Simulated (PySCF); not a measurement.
A species of formula C5H16FNSi2 has this rotational fingerprint, computed with PBE0/pcSseg-1 in PySCF (dipole) on a GFN2-xTB geometry, gas phase:

```
Rotational constants : A = 2637, B = 438.2, C = 396.6 MHz
Dipole components    : |μa| = 1.21 D, |μb| = 0.82 D, |μc| = 0.79 D
Inertial defect      : -70.69 u·Å²
κ                    : -0.96
```

Task: Which candidate fits, each taken in the one conformer that was computed?
A. `[CH3:1][C@H:2]([F:3])[CH2:4][CH2:5][NH:6][CH:7]([SiH3:8])[SiH3:9]` with C1–C2–C4–C5 176°, C2–C4–C5–N6 69°, C4–C5–N6–C7 170°, C5–N6–C7–Si8 57°
B. `[CH3:1][N:2]([CH3:3])[SiH2:4][C@@H:5]([F:6])[CH2:7][CH2:8][SiH3:9]` with C1–N2–Si4–C5 165°, N2–Si4–C5–F6 87°, Si4–C5–C7–C8 -54°, C5–C7–C8–Si9 -175°

Result: B. It is CN(C)[SiH2][C@@H](F)CC[SiH3], a near-prolate asymmetric top, point group C1. The candidates at the same level (rigid rotor, commonest isotopes):

```
                      SMILES  A (MHz)  B (MHz)  C (MHz)  μa (D)  μb (D)  μc (D)  Δ (u·Å²)  point group                        rotor
 C[C@H](F)CCNC([SiH3])[SiH3]     1913    493.7    419.7    0.61    0.94    0.77    -83.55           C1  near-prolate asymmetric top
CN(C)[SiH2][C@@H](F)CC[SiH3]     2637    438.2    396.6    1.21    0.82    0.79    -70.69           C1  near-prolate asymmetric top
```

`C[C@H](F)CCNC([SiH3])[SiH3]` has A 27 % too low. No structure here is proved a minimum.
